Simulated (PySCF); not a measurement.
F2Sr, SMILES [F][Sr][F] (connectivity only; charge and spin as stated), charge +1, multiplicity 2. Atoms are numbered in the order given.

```xyz
3

Sr     0.0000     0.0000     0.6323
F      0.0000    -0.9850    -1.3348
F      0.0000     0.9850    -1.3348
```
Charge +1, spin multiplicity 2.

Coordinates come from a PBE0-D3(BJ)/def2-TZVP optimisation. The spin state was assumed, not searched. The isomer is the one that the SMILES or the coordinates give; other isomers of the formula were not compared. The def2 effective core potentials stand for the cores of Sr; spin–orbit coupling is left out.

The numbers are results of PBE0-D3(BJ)/def2-TZVP in PySCF 2.14.0, not measurements.

Frequencies are harmonic and unscaled.

```csv
mode,ν (cm⁻¹),IR (km/mol),moving atoms (share of kinetic energy)
1,286,4.5,F 92 %
2,340,33.9,"F 84 %, Sr 16 %"
3,477,55.0,"F 86 %, Sr 14 %"
```
